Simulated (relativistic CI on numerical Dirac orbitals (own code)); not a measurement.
## Judd-Ofelt analysis for Gd3+

These numbers are calculated, not measured: Dirac-Coulomb-Breit CI, separate exchange-only KLI orbitals for each configuration, a model potential for QED, valence Slater integrals scaled by 0.8 (own radial code, finite nucleus).

Configuration 4f7 alone, in intermediate coupling. Take Ω₂ = 6.11, Ω₄ = 5.94, Ω₆ = 4.77 (10⁻²⁰ cm²) and refractive index n = 1.86 as given. A_ED = 64π⁴e²ν³ n(n² + 2)²/[27h(2J + 1)] Σ Ω_λ |U^λ|², in Gaussian units with ν in cm⁻¹, and A_MD is n³ times the free-ion magnetic-dipole rate; a dash marks a rate that is forbidden or under 2 % of the level's free-ion decay.

Emitting level 6I°_7/2 at 32516 cm⁻¹ (radiative decay alone: multiphonon quenching in a host is left out, and the level can lie too high or too low):

```csv
To,ν (cm⁻¹),U² squared,U⁴ squared,U⁶ squared,Free-ion A(M1) (s⁻¹)
8S°_7/2,32516,0.0000,0.0000,0.0051,0.0176
6P°_7/2,2822,0.0000,0.0020,0.1783,0.00634
6P°_5/2,2195,0.0001,0.0023,0.7007,-
6P°_3/2,1606,0.0000,0.0000,0.0000,-
```

(1) Give the rates, branching ratios and the radiative lifetime.

Answers

(1) The rates are:

```
     To  λ (nm)  A_ED (s⁻¹)  A_MD (s⁻¹)  β (%)
8S°_7/2     308         471       0.113   93.9
6P°_7/2    3544        10.8      0.0408    2.2
6P°_5/2    4555        19.8           0    3.9
6P°_3/2    6226           0           0    0.0
```

τ_rad = 1.99e-03 s. Computed level positions enter as ν³, so measured ones would change the rates. For the strongest line (308 nm) and an assumed effective width Δλ = 2.8 nm (300 cm⁻¹), the Füchtbauer-Ladenburg formula σ = λ⁴A/(8πcn²Δλ) gives a peak emission cross-section of 0.057 × 10⁻²⁰ cm².
